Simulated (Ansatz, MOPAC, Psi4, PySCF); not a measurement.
Donor–acceptor adduct: GaH3 (SMILES [GaH3]) (first 4 atoms) with C2H6O (SMILES COC); geometry from B3LYP-D3(BJ)/def2-TZVP, rigid monomers moved along the line of their centres of mass till Ga1···O6 is 1.95 Å.
(charge 0, multiplicity 1):
```xyz
13

Ga     0.71688     0.24026     0.98544
H      1.97811    -0.69683     1.11976
H     -0.60867    -0.37569     0.37691
H      0.90053     1.80568     0.93433
C     -0.89264     1.01522     3.22088
O      0.18758     0.15119     2.85913
C      0.04352    -1.17225     3.38070
H     -0.96233     1.07615     4.30892
H     -1.83390     0.64350     2.80717
H     -0.66837     1.99424     2.80667
H     -0.01712    -1.13037     4.47019
H      0.92512    -1.73040     3.07801
H     -0.85403    -1.64686     2.97520
```

Monomers are frozen at their geometry in the pair; levels with a basis set take the counterpoise correction.

Cores are frozen in the correlated methods. Filled d and f shells under p-block atoms count as core. The state that PM6 reach isn't checked.

Run with Ansatz (Gaussian basis) for Hartree–Fock, density functionals and correlated methods; MOPAC for PM6 (differences of heats of formation); Psi4 for SAPT; PySCF for the dispersion terms. 

```csv
level,interaction energy (kcal/mol)
PM6,-15.56
PBE/def2-TZVPPD,-12.34
PBE-D4/def2-TZVPPD,-15.18
r2SCAN/def2-TZVPPD,-17.96
B3LYP-D3(BJ)/def2-TZVPPD,-15.45
B3LYP-D4/def2-TZVPPD,-15.74
MP2/aug-cc-pVDZ,-13.77
CCSD(T)/aug-cc-pVDZ,___
SAPT0/aug-cc-pVDZ,___
```

Question: Some entries are withheld; supply them.

Answer: 
- CCSD(T)/aug-cc-pVDZ, interaction energy (kcal/mol): -12.91
- SAPT0/aug-cc-pVDZ, interaction energy (kcal/mol): -21.29

Ansatz is a first-principles code.
